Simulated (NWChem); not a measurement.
Two isomers of BSiH5O2, each optimised at PBE0/def2-SVP with NWChem. Flexible species stand in one conformer each, which need not be the lowest. 

A: OB(O)[SiH3]
B: OBO[SiH3]

Question: Which is lower in energy, by how much, and how do their other properties compare?

Answer: B is lower by 23.8 kcal/mol in electronic energy; with zero-point energies, B − A = -23.8 kcal/mol.
```csv
,A,B
highest occupied level (eV),-8.25,-9.00
orbital gap (eV),8.44,9.70
dipole (D),3.72,1.51
highest harmonic frequency (cm⁻¹),3857,3876
zero-point energy (kcal/mol),36.6,36.6
```
